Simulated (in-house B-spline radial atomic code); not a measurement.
Results of a calculation; reference values are marked as such.
**Weak and strong correlation along the adiabatic connection**

Two-electron singlets in several external potentials (atomic units), by full CI in B-splines with partial waves to l = 8 (correlation energies up to 0.6 % small). The repulsion is scaled by λ at fixed density; W(λ) is the mean repulsion less the Hartree energy, W(0) = E_x, and the area under W from 0 to 1 is E_xc.

Relative drop (W(λ) − E_x)/E_x:

| system | λ = 0.12 | λ = 0.25 | λ = 0.4 | λ = 0.6 | λ = 0.8 | λ = 1 |
| --- | --- | --- | --- | --- | --- | --- |
| −Z exp(−kr)/r, Z = 3.54, k = 1.03 | 0.0063 | 0.0129 | 0.0202 | 0.0296 | 0.0385 | 0.0470 |
| −Z/r, Z = 7.5 | 0.0025 | 0.0052 | 0.0082 | 0.0122 | 0.0161 | 0.0199 |
| −Z/r, Z = 0.5, wall at 6 bohr | 0.0332 | 0.0633 | 0.0919 | 0.1227 | 0.1473 | 0.1674 |
| −V exp(−r²/w²), V = 0.958, w = 10.3 | 0.0465 | 0.0860 | 0.1215 | 0.1571 | 0.1838 | 0.2045 |
| −V exp(−r²/w²), V = 29.5, w = 2.73 | 0.0094 | 0.0190 | 0.0296 | 0.0428 | 0.0552 | 0.0666 |
| −V exp(−r²/w²), V = 7.08, w = 8.08 | 0.0236 | 0.0462 | 0.0692 | 0.0954 | 0.1175 | 0.1364 |
| ω²r²/2 − Z/r, ω = 0.467, Z = 0.7 | 0.0172 | 0.0342 | 0.0520 | 0.0731 | 0.0917 | 0.1081 |

Problem. Order the systems by how far second-order (GL2) theory, half the initial slope (estimated from the first points of each curve), overshoots the correlation energy, least first.
A. −V exp(−r²/w²), V = 29.5, w = 2.73
B. −Z/r, Z = 7.5
C. ω²r²/2 − Z/r, ω = 0.467, Z = 0.7
D. −V exp(−r²/w²), V = 7.08, w = 8.08
E. −V exp(−r²/w²), V = 0.958, w = 10.3
F. −Z exp(−kr)/r, Z = 3.54, k = 1.03
G. −Z/r, Z = 0.5, wall at 6 bohr

Solution. B (GL2/E_c = 1.03), F (GL2/E_c = 1.08), A (GL2/E_c = 1.13), C (GL2/E_c = 1.25), D (GL2/E_c = 1.33), G (GL2/E_c = 1.51), E (GL2/E_c = 1.70).

Problem. What else changes along this order?

Solution. The ratio follows the bend of the curve. With it the leading natural occupation goes from 1.999 to 1.846 and −T_c/E_c from 0.97 to 0.59 between the first and the last.
